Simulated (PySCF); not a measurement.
## Correlation energy of Re (rhenium, neutral)

[Xe] 4f14 5d5 6s1 6p1, high-spin 8P determinant (an excited configuration). Calculation: PySCF 2.14, in aug-cc-pVDZ-PP with ECP60MDF (5s5p4d2f, 54 functions); a scalar-relativistic core potential. Frozen: 5s2 5p6; 7 electrons correlated.

| level | correlation energy (mhartree) |
| --- | --- |
| CCSD | -76.94 |
| (T) | -1.03 |
| CCSD(T) | -77.97 |

Diagnostics: T1 = 0.0071, D1 = 0.0215, largest double amplitude 0.021.

Spin-orbit coupling, absent here, splits the open shell strongly.

Cost of the coupled-cluster step: roughly 1.6 core-seconds, for 7 correlated electrons.

Iterations:

```
CC2 = 0
CCSD nocc = (np.int64(7), np.int64(0)), nmo = (50, 50)
frozen orbitals [[0, 1, 2, 3], [0, 1, 2, 3]]
max_cycle = 100
direct = 0
conv_tol = 1e-08
conv_tol_normt = 1e-06
diis_space = 8
diis_start_cycle = 0
Init t2, MP2 energy = -0.0681306065896682
Init E_corr(UCCSD) = -0.0681306065913967
cycle = 1  E_corr(UCCSD) = -0.075392177128185  dE = -0.00726157054  norm(t1,t2) = 0.02883
cycle = 2  E_corr(UCCSD) = -0.0764991858313681  dE = -0.0011070087  norm(t1,t2) = 0.0101315
cycle = 3  E_corr(UCCSD) = -0.0769708444898064  dE = -0.000471658658  norm(t1,t2) = 0.00425613
cycle = 4  E_corr(UCCSD) = -0.0769411188070485  dE = 2.97256828e-05  norm(t1,t2) = 0.000472997
cycle = 5  E_corr(UCCSD) = -0.076945043111733  dE = -3.92430468e-06  norm(t1,t2) = 9.27735e-05
cycle = 6  E_corr(UCCSD) = -0.0769446995336371  dE = 3.43578096e-07  norm(t1,t2) = 1.77195e-05
cycle = 7  E_corr(UCCSD) = -0.0769447616579272  dE = -6.21242901e-08  norm(t1,t2) = 3.02417e-06
cycle = 8  E_corr(UCCSD) = -0.0769447617143409  dE = -5.64136932e-11  norm(t1,t2) = 8.4545e-07
UCCSD converged
E(UCCSD) = -77.87246535060281  E_corr = -0.07694476171434088
UCCSD(T) correction = -0.00103351928735193
```
